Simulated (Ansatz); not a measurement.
Harmonic frequencies (cm⁻¹) at PBE0-D4/def2-TZVP from Ansatz: 45, 87, 123, 136, 214, 256, 300, 514, 579, 611, 698, 708, 769, 883, 923, 931, 953, 962, 989, 1137, 1145, 1222, 1460, 1489, 1504, 2207, 2215, 2245, 2249, 2274, 3024, 3088, 3105.

Each molecule was computed in one conformer, which needn't be the lowest.

(1) Which molecule is it?
A. `CN([SiH3])[SiH2]Cl`
B. `C[SiH2]N[SiH3]`
C. `C[SiH2]N[SiH2]Cl`
D. `NC[SiH2][SiH2]Cl`

Answers

(1) A.
